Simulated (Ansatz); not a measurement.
Ansatz (an electronic-structure program) input (BLYP/def2-TZVPD):

Ansatz 0.2 input:
```yaml
crystal:
  periodic: [false, false, false]
  atoms:
    - {symbol: Ga, position_ang: [-0.07291982, 0.12343991, 0.28867848]}
    - {symbol: F, position_ang: [-1.37584435, -1.01626928, -0.32617332]}
    - {symbol: F, position_ang: [0.13343100, 1.42660418, -0.98951333]}
    - {symbol: F, position_ang: [1.49358161, -0.83551680, 0.32134966]}
basis:
  gaussian:
    orbitals: def2-TZVPD
hamiltonian:
  xc: {name: BLYP}
total_charge: -1
magnetization: {spin_polarized: true, initial_magnetization: 1}
output: {forces: true}
```

End of the output:

```
mean field: 0.75 GiB planned
mean field evaluation 1: about -60538.1403 eV, gradient 2.3e1 eV
mean field evaluation 2: about -60537.0497 eV, gradient 3.7e1 eV
mean field evaluation 4: about -60539.1217 eV, gradient 1.9e0 eV
mean field evaluation 8: about -60539.1082 eV, gradient 9.8e-3 eV
mean field evaluation 16: about -60539.1082 eV, gradient 3.2e-5 eV
mean field -60539.10821489 eV, -2224.7711920158 hartree, gradient 3.2e-5 eV, S^2 0.750879; 0 other end points of the search recorded, 0 dependent functions left out
the calculation of the forces begins
reference -60539.10852454 eV, -2224.7712033953 hartree; 30, 29 occupied and 144, 145 virtual orbitals, 967 factors
Total energy: -60539.10852454 eV, -2224.7712033953 hartree
Atom 0 at    -0.072920     0.123440     0.288678 Å, force    -0.090561     0.153497     0.358851 eV/Å
Atom 1 at    -1.375844    -1.016269    -0.326173 Å, force    -0.354989    -0.281969    -0.118250 eV/Å
Atom 2 at     0.133431     1.426604    -0.989513 Å, force     0.043307     0.362716    -0.293265 eV/Å
Atom 3 at     1.493582    -0.835517     0.321350 Å, force     0.402243    -0.234244     0.052664 eV/Å
Dipole moment:    -0.068195     0.115450     0.269987 e Å
```
